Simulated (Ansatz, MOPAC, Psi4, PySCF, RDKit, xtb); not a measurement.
Pair of molecules: C2H4 (SMILES C=C) (first 6 atoms) with C2H6O (SMILES COC); geometry from B3LYP-D3(BJ)/def2-TZVP, rigid monomers moved along the line of their centres of mass till H3···O8 is 2.82 Å.
(charge 0, multiplicity 1):
```xyz
15

C     -0.444     0.263     0.861
C      0.714    -0.149     0.366
H     -0.822    -0.103     1.808
H     -1.056     0.986     0.334
H      1.097     0.217    -0.580
H      1.328    -0.876     0.886
C     -0.582     1.023     4.924
O     -0.558    -0.351     4.604
C      0.750    -0.881     4.609
H     -0.007     1.612     4.198
H     -0.171     1.207     5.926
H     -1.621     1.346     4.902
H      1.391    -0.365     3.884
H      0.676    -1.933     4.337
H      1.210    -0.799     5.603
```

```json
[
 {"level": "MMFF94", "interaction energy (kJ/mol)": "-4.6", "cost": "-"},
 {"level": "UFF", "interaction energy (kJ/mol)": "-5.3", "cost": "-"},
 {"level": "GFN-FF", "interaction energy (kJ/mol)": "-4.9", "cost": "-"},
 {"level": "AM1", "interaction energy (kJ/mol)": "-0.6", "cost": "-"},
 {"level": "PM3", "interaction energy (kJ/mol)": "-1.6", "cost": "-"},
 {"level": "PM6", "interaction energy (kJ/mol)": "-2.6", "cost": "-"},
 {"level": "PM7", "interaction energy (kJ/mol)": "-5.9", "cost": "-"},
 {"level": "GFN1-xTB", "interaction energy (kJ/mol)": "-4.8", "cost": "-"},
 {"level": "GFN2-xTB", "interaction energy (kJ/mol)": "-6.3", "cost": "-"},
 {"level": "HF/STO-3G (no counterpoise)", "interaction energy (kJ/mol)": "-0.9", "cost": "-"},
 {"level": "HF/3-21G (no counterpoise)", "interaction energy (kJ/mol)": "-8.5", "cost": "-"},
 {"level": "HF/6-31G*", "interaction energy (kJ/mol)": "-0.9", "cost": "-"},
 {"level": "HF/6-31G* (no counterpoise)", "interaction energy (kJ/mol)": "-4.3", "cost": "-"},
 {"level": "HF/aug-cc-pVDZ", "interaction energy (kJ/mol)": "-1.1", "cost": "-"},
 {"level": "PBE/def2-TZVPPD", "interaction energy (kJ/mol)": "-3.6", "cost": "×1"},
 {"level": "PBE-D3(BJ)/def2-TZVPPD", "interaction energy (kJ/mol)": "-7.8", "cost": "×1"},
 {"level": "PBE-D4/def2-TZVPPD", "interaction energy (kJ/mol)": "-7.7", "cost": "×1"},
 {"level": "BP86/6-31G* (no counterpoise)", "interaction energy (kJ/mol)": "-3.5", "cost": "-"},
 {"level": "r2SCAN/def2-TZVPPD", "interaction energy (kJ/mol)": "-4.5", "cost": "×1"},
 {"level": "r2SCAN-D3(BJ)/def2-TZVPPD", "interaction energy (kJ/mol)": "-6.7", "cost": "×1"},
 {"level": "r2SCAN-D4/def2-TZVPPD", "interaction energy (kJ/mol)": "-6.5", "cost": "×1"},
 {"level": "B3LYP/3-21G (no counterpoise)", "interaction energy (kJ/mol)": "-10.4", "cost": "-"},
 {"level": "B3LYP/6-31G*", "interaction energy (kJ/mol)": "-1.0", "cost": "-"},
 {"level": "B3LYP/6-31G* (no counterpoise)", "interaction energy (kJ/mol)": "-5.7", "cost": "-"},
 {"level": "B3LYP/6-311+G** (no counterpoise)", "interaction energy (kJ/mol)": "-1.8", "cost": "-"},
 {"level": "B3LYP/def2-TZVPPD", "interaction energy (kJ/mol)": "-1.1", "cost": "×1"},
 {"level": "B3LYP-D3(BJ)/def2-TZVPPD", "interaction energy (kJ/mol)": "-7.0", "cost": "×1"},
 {"level": "B3LYP-D4/def2-TZVPPD", "interaction energy (kJ/mol)": "-6.8", "cost": "×1"},
 {"level": "PBE0/def2-TZVPPD", "interaction energy (kJ/mol)": "-3.4", "cost": "×1"},
 {"level": "PBE0-D3(BJ)/def2-TZVPPD", "interaction energy (kJ/mol)": "-7.6", "cost": "×1"},
 {"level": "PBE0-D4/def2-TZVPPD", "interaction energy (kJ/mol)": "-7.4", "cost": "×1"},
 {"level": "wB97X-V/def2-TZVPPD", "interaction energy (kJ/mol)": "-7.0", "cost": "×3"},
 {"level": "wB97M-V/def2-TZVPPD", "interaction energy (kJ/mol)": "-6.6", "cost": "×3"},
 {"level": "MP2/6-31G*", "interaction energy (kJ/mol)": "-3.5", "cost": "-"},
 {"level": "MP2/6-31G* (no counterpoise)", "interaction energy (kJ/mol)": "-9.1", "cost": "-"},
 {"level": "MP2/aug-cc-pVDZ", "interaction energy (kJ/mol)": "-6.4", "cost": "-"},
 {"level": "SCS-MP2/aug-cc-pVDZ", "interaction energy (kJ/mol)": "-5.0", "cost": "-"},
 {"level": "CCSD/aug-cc-pVDZ", "interaction energy (kJ/mol)": "-5.5", "cost": "-"},
 {"level": "CCSD(T)/aug-cc-pVDZ", "interaction energy (kJ/mol)": "-6.3", "cost": "×70"},
 {"level": "SAPT0/jun-cc-pV(D+d)Z", "interaction energy (kJ/mol)": "-5.5", "cost": "-"}
]
```

The rows run from -10.4 (B3LYP/3-21G (no counterpoise)) to -0.6 kJ/mol (AM1). In aug-cc-pVDZ the value moves HF -1.1, MP2 -6.4, CCSD -5.5, CCSD(T) -6.3, a shift of -5.2 from HF to CCSD(T). The dispersion term adds -4.2 in PBE-D3(BJ), -4.1 in PBE-D4, -2.2 in r2SCAN-D3(BJ). The 6 functionals in def2-TZVPPD without D3 or D4 span 5.9, from wB97X-V to B3LYP.

Monomers are frozen at their geometry in the pair; levels with a basis set take the counterpoise correction. Rows marked so take none. RDKit's UFF carries no charges.

Cores are frozen in the correlated methods. Rows in 3-21G, 6-311+G**, 6-31G*, STO-3G carry no dispersion term and start afresh at each structure (6-31G* with six Cartesian d functions). MP2/6-31G* freezes PySCF's default core. The state reached by AM1, PM3, PM6, PM7 isn't checked; PM7 holds dispersion and hydrogen-bond terms.

Codes used: Ansatz (Gaussian basis) for Hartree–Fock, density functionals and correlated methods; MOPAC for AM1, PM3, PM6, PM7 (differences of heats of formation); Psi4 for SAPT; PySCF for 3-21G rows, 6-311+G** rows, 6-31G* rows, STO-3G rows, the dispersion terms; RDKit for the force fields; xtb for the GFN methods. Values without a source in brackets are computed.

Costs are rough ratios of core time to PBE/def2-TZVPPD (about 15 s over the structures, on one shared machine); a dash marks a level with no comparable run of its own.

Ansatz is a program for electronic structure.
